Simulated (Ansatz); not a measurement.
Pulling on the Al1–H2 bond in AlClFH (SMILES [F][AlH][Cl]) (multiplicity 1 held, fragments rigid). Energies count from the point at 1.555 Å.
Geometry at that point (charge 0, multiplicity 1):
```xyz
4

Al    -0.5612     0.1772    -0.4707
H     -1.7558    -0.3699    -1.3032
F     -0.2159     1.7862    -0.4960
Cl     0.6468    -1.0594     0.6992
```

U- levels take the lowest unrestricted solution at each point, which mixes spins at long bonds. Active spaces are followed from a long bond inwards. Curves can end on different states.

Frozen-core correlation.

Run with Ansatz (a quantum-chemistry and plane-wave program) with Gaussian orbitals. Values without a source in brackets are computed.

Energies in kcal/mol.

| R (Å) | U-B3LYP/cc-pV(T+d)Z | U-wB97X-V/cc-pV(T+d)Z | SC-NEVPT2 on CASSCF(2,2)/cc-pV(T+d)Z | FIC-MRCISD+Q on CASSCF(2,2)/cc-pV(T+d)Z |
|---|---|---|---|---|
| 1.244 | 25.6 | 26.4 | 26.8 | 26.3 |
| 1.400 | 5.0 | 5.3 | 5.6 | 5.2 |
| 1.555 | 0.0 | 0.0 | 0.0 | 0.0 |
| 1.711 | 3.4 | 3.4 | 2.8 | 3.4 |
| 1.867 | 11.2 | 11.3 | 10.1 | 11.1 |
| 2.100 | 26.3 | 27.2 | 24.3 | 26.1 |
| 2.333 | 42.2 | 44.3 | 38.9 | 41.5 |
| 2.722 | 65.5 | 70.2 | 59.0 | 62.7 |
| 3.111 | 78.1 | 82.6 | 71.9 | 76.2 |
| 3.578 | 83.9 | 87.5 | 79.2 | 83.9 |
| 4.200 | 86.2 | 88.9 | 82.2 | 87.1 |
| 4.977 | 86.7 | 89.2 | 82.9 | 87.8 |

Doubts at one or more of the structures used: a spin-contaminated determinant (U-B3LYP/cc-pV(T+d)Z, U-wB97X-V/cc-pV(T+d)Z).
